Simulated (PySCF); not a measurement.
**How methods differ on the ionisation energy of Be⁺**

Be⁺ [He] 2s1 (2S) → Be²⁺ 1s2 (1S), as a difference of total energies. Computed with PySCF 2.14 in aug-cc-pVDZ-DK, with scalar relativity by spin-free X2C-1e. The calculations carry no spin-orbit coupling.

| method | ionisation energy (eV) |
| --- | --- |
| UHF | 18.094 |
| BP86 | 18.327 |
| LDA | 18.177 |

For comparison: 18.211 eV (measured; NIST Atomic Spectra Database, ionization energies).
